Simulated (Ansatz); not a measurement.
```yaml
crystal:
  periodic: [false, false, false]
  atoms:
    - {symbol: Ga, position_ang: [-0.651477, -0.118628, -0.012037]}
    - {symbol: Ga, position_ang: [2.155251, 0.388792, 0.036791]}
    - {symbol: Se, position_ang: [1.041229, -1.742686, -0.118137]}
    - {symbol: Se, position_ang: [-2.906812, -0.521029, -0.042589]}
    - {symbol: Se, position_ang: [0.361808, 1.993561, 0.135980]}
basis:
  gaussian: {orbitals: def2-TZVP, initial_orbitals: start.molden}
magnetization: {spin_polarized: true, initial_magnetization: 2}
hamiltonian: {xc: {name: wB97X-V}}
scf: {omitted_lower_state_checks: [starts]}
output: {orbitals: {seedname: orbitals}}
```

The file start.molden holds the orbitals of an earlier run on this structure, at another level or in another basis.

```sh
$ ansatz run in.yaml --threads 4 --pin off --events-out ev --progress --plain --max-ram 4787MiB
```

Question: Does this run fit into the memory that it is given?

Answer: No. It has 240 basis functions, and Ansatz plans for 6 GiB where 5 GiB are given.
